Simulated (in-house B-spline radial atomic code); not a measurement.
Configurations of the bromine ion Br⁺, with energies counted from [Ar] 3d10 4s2 4p4. Method: non-relativistic BHandHLYP, spin-polarised, spherical fractional occupations, exact exchange averaged over the configuration, point nucleus. Calculated with an all-electron radial atomic-structure program (B-spline basis). Shells without spins written out take the highest spin.

Occupations are held fixed; configurations that lie above the ionisation limit could autoionise.

| configuration | E - E(ref) (eV) | highest orbital | its <r> (bohr) |
| --- | --- | --- | --- |
| [Ar] 3d10 4s2 4p3 5f1 | 19.058 | 5f up | 14.73 |
| [Ar] 3d10 4s1 4p4 5d1 | 29.676 | 5d up | 8.142 |
| [Ar] 3d10 4s1 4p4 5f1 | 31.71 | 5f up | 14.6 |
| [Ar] 3d9 4s2 4p5 | 67.848 | 4p down | 1.884 |
| [Ar] 3d9 4s2 4p4 4d1 | 82.564 | 4d up | 3.13 |

Question: Order these further configurations by energy, lowest first.
A. [Ar] 3d10 4s2 4p3 4f1
B. [Ar] 3d10 4s2 4p3 4d1
C. [Ar] 3d10 4s2 4p3 5d1
D. [Ar] 3d10 4s2 4p3 5p1
E. [Ar] 3d9 4s2 4p4 5s1

Answer: B (12.723 eV), D (14.12 eV), C (17.05 eV), A (17.905 eV), E (81.7 eV).
